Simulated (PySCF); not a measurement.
A GIAO shielding run with PySCF (density fitting, non-relativistic, gas phase) on SMILES C#CCC(=C)[SiH2]N[SiH2]C#C, C₇H₁₁NSi₂:

```
$ OMP_NUM_THREADS=1 python probes_run.py task.json out

{"job": {"kind": "nmr", "xc": "PBE0", "basis": "pcSseg-1"}, "charge": 0, "multiplicity": 1}
C     -3.317109    -1.405742    -1.438281
C     -3.155072    -0.529780    -0.639461
C     -2.917953     0.541547     0.307091
C     -1.453386     0.897522     0.327632
C     -1.039303     2.067917    -0.134293
Si    -0.285210    -0.390853     1.060821
N      1.231898    -0.229818     0.251259
Si     2.748510    -0.952625     0.678648
C      3.940314    -0.353863    -0.606847
C      4.707049     0.025622    -1.451008
H     -3.476759    -2.175656    -2.132115
H     -3.525193     1.407845     0.024473
H     -3.228784     0.205504     1.301253
H     -1.716823     2.809042    -0.535358
H      0.003251     2.340218    -0.126687
H     -0.853312    -1.736997     0.907979
H     -0.057590    -0.119683     2.486614
H      1.184199     0.152587    -0.679692
H      2.688209    -2.419630     0.633917
H      3.135719    -0.476202     2.008974
H      5.378426     0.359987    -2.189850
```

Hardware: 1 thread of an Arm Neoverse V1, shared host. The job also computes population analyses, field gradients.

(1) How large is the calculation?

(2) How long does it take, and how much memory does it need?

Answers

(1) 88 electrons, 239 basis functions and 1277 auxiliary functions.

(2) 77 s of wall time, with 14 SCF cycles and 5 response iterations; peak memory 1.1 GiB. Times on a shared host scatter by some tens of per cent.
